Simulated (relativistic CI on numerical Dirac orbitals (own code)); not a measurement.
**Spin-allowed bands of a d3 ion in a tetrahedral site, by hand**

Problem. Take Δ = 7000 cm⁻¹ and B = 700 cm⁻¹ for a d3 ion in a tetrahedral site. Calculate the three spin-allowed bands.

Working.
1. The terms of highest spin are 4F (energy 0) and 4P (15B = 10500 cm⁻¹). Here the F term splits into A2 at +1.2Δ = 8400, T2 at +0.2Δ = 1400 and T1 at −0.6Δ = -4200 cm⁻¹.
2. The two T1 states mix through the element 0.4Δ: H = [[-4200, 2800], [2800, 10500]], with roots ½(H₁₁ + H₂₂) ∓ ½√[(H₂₂ − H₁₁)² + 4H₁₂²] = ½(6300) ∓ ½(15731) = -4715 and 11015 cm⁻¹.
3. The ground term is 4T1 at -4715 cm⁻¹.
4. Bands: 4T2 6115 cm⁻¹ (1635 nm), 4A2 13115 cm⁻¹ (762 nm), 4T1(P) 15731 cm⁻¹ (636 nm).

Check. Exact diagonalisation of the whole d3 shell with these parameters gives 4T2 6115, 4A2 13115, 4T1 15731 cm⁻¹. The match is exact, since without spin-orbit coupling no other term has this spin. The ratio of the second band to the first, 2.145, depends on Δ/B = 10.0 alone, which is how a Tanabe-Sugano diagram is read.
